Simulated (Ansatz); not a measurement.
Consider the hydrogenolysis of a C–Si bond: `[SiH3][CH2][SbH2]` + H₂ → `[CH3][SbH2]` + SiH₄.

Computed with Ansatz on PBE0-D4/def2-TZVP structures; ΔE is electronic, products minus reactants. CCSD(T)/CBS is the MP2 limit (def2-TZVPP, def2-QZVPP) plus CCSD(T) − MP2 in def2-TZVPP, frozen cores. This one scheme is used for every species. Functionals use def2-TZVPP. B3LYP here is the variant with VWN-RPA as its local correlation; programs differ in this. Elements past krypton have def2 core potentials. For Sb outer-core shells are correlated without core-valence functions, which leaves a few kJ/mol of doubt a bond.

```
             level  ΔE (kcal/mol)  difference from CCSD(T)/CBS
       LDA (SPW92)           -3.4                         -0.2
            PBE-D4           -3.3                         -0.1
           BLYP-D4           -4.0                         -0.8
            B97M-V           -5.2                         -2.0
           PBE0-D4           -4.0                         -0.8
        r2SCAN0-D4           -4.2                         -1.0
          BHLYP-D4           -5.2                         -2.0
           ωB97X-V           -4.9                         -1.7
              PBE0           -5.7                         -2.5
             B3LYP           -7.8                         -4.6
           r2SCAN0           -4.8                         -1.6
           LC-ωPBE           -5.7                         -2.5
       HF/def2-SVP          -12.1                         -8.9
     HF/def2-TZVPP          -10.8                         -7.6
CCSD(T)/def2-TZVPP           -4.3                         -1.1
     HF/def2-QZVPP          -10.7                         -7.5
       CCSD(T)/CBS           -3.2                            0
```

Largest T1 diagnostic among the species: 0.013.

The D4 term adds +3.2 kcal/mol with B3LYP and +1.7 kcal/mol with PBE0; it sums over pairs of atoms, weighted by their polarisabilities, and B3LYP, whose exchange is more repulsive, gets the larger term. At CCSD(T), def2-SVP lies −3.9 kcal/mol from the extrapolated value and def2-TZVPP −1.0 kcal/mol. In def2-TZVPP, CCSD(T) changes the Hartree–Fock value by +6.6 kcal/mol (the triples alone add +1.3 kcal/mol) and MP2 by +8.5 kcal/mol.
